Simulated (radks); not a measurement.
Spherical jellium clusters: N electrons in a uniform positive sphere of charge N and radius rs N^(1/3), rs = 4.67 bohr. Calculated with a radial shooting solver with Libxc functionals: non-relativistic Kohn-Sham, PBEsol, spin-polarised, spherical densities. Levels are named by radial order and angular momentum (1s, 1p, 1d, 2s, ...), and open shells are averaged over m.

N = 5, configuration 1s2 1p(up 3, down 0). This is the lowest configuration that the search found. Occupied levels:

level    occupation  eigenvalue (eV)  <r> (bohr)
1s up             1          -3.8151       5.618
1s down           1          -3.2258       5.195
1p up             3          -2.6982       6.754

Energy (eV): total -8.40995, kinetic 7.0759, external -99.954, Hartree 49.125, exchange-correlation -15.771, background 51.113.
